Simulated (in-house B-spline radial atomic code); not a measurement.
Results of a calculation; reference values are marked as such.
**Two electrons in Ge: a parabolic dot with ħω = 30.4 meV in all three directions with an ionised donor at its centre**

For Ge the NSM archive of the Ioffe Institute lists m_l = 1.6 m0, m_t = 0.08 m0 and ε = 16.2; the model takes one isotropic valley with the conductivity mass 3/(1/m_l + 2/m_t) = 0.117 m0, and so misses anisotropy and the other valleys. All triplets below are those of one valley; with several valleys two electrons can form a triplet in the 1s orbital itself, at an energy set by the valley splitting. Real donors also feel a central-cell potential, which shifts the ground state.

Effective-mass model with parabolic bands, a uniform dielectric constant, no image charges, no central-cell or spin-orbit terms. Two-electron levels come from full CI in B-splines with partial waves to l = 5 (up to 0.001 effective hartree above the limit).

(1) What are the effective units, and what is the potential in them?

In these units the lowest s and p orbitals lie at 1.7996 and 5.0457, and their Coulomb and exchange integrals are J_ss = 1.4736, J_sp = 1.1397 and K_sp = 0.2072. Full CI gives 4.9910 for the ground singlet, 7.7583 for the sp triplet, 8.1202 for the sp singlet and 9.9199 for the lowest triplet of two s orbitals.

(2) What does it cost to add the second electron, to first order and exactly?

(3) How far above the singlet do the triplets lie?

Results:

(1) Ha* = 27211.386 meV × 0.117/16.2² = 12.13 meV and a* = 0.0529177 nm × 16.2/0.117 = 7.327 nm. The frequency is ω = 2.51 Ha*, with −1/r added.

(2) To first order E = 2ε_s + J_ss = 5.0729, so the charging energy E(2) − 2E(1) is J_ss = 17.88 meV. CI gives 4.9910 − 2 × (1.7996) = 1.3917, or 16.88 meV: relaxation and correlation lower it by 0.9933 meV, 5.6 % of J_ss. The s² configuration of one-electron orbitals holds 98.9 % of the state, and the mean radius is 4.75 nm.

(3) To first order the sp triplet lies at ε_s + ε_p + J_sp − K_sp = 7.7779, which is 32.82 meV above 2ε_s + J_ss. CI gives 7.7583 − (4.9910) = 2.7673, or 33.57 meV, 85 % of the orbital spacing of 39.38 meV. The ss triplet lies 59.79 meV up, so the lower of the two is the sp one, and its gap equals k_BT at 390 K. The sp singlet-triplet splitting is 4.39 meV, against 2K_sp = 5.026 meV.
